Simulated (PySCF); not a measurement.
C₃H₉NSi, SMILES C1[SiH](CC1)N.

Coordinates come from a PBE0-D3(BJ)/def2-SVP optimisation. The values are those of a single conformer.

All values below come from PySCF with r2SCAN/def2-TZVP.

Gas-phase values at a fixed geometry.

```yaml
total_energy: -463.94053 hartree
highest_occupied_level: -5.96 eV
lowest_empty_level: 0.61 eV
orbital_gap: 6.56 eV
dipole_moment: 1.27 D
quadrupole, principal values (traceless, Buckingham form, about the centre of nuclear charge): -5.23, 0.08, 5.15 D·Å
mean_static_polarisability: 67.6 bohr³ (10.01 Å³)
polarisability_principal_values: 61.2, 64.0, 77.5 bohr³
```
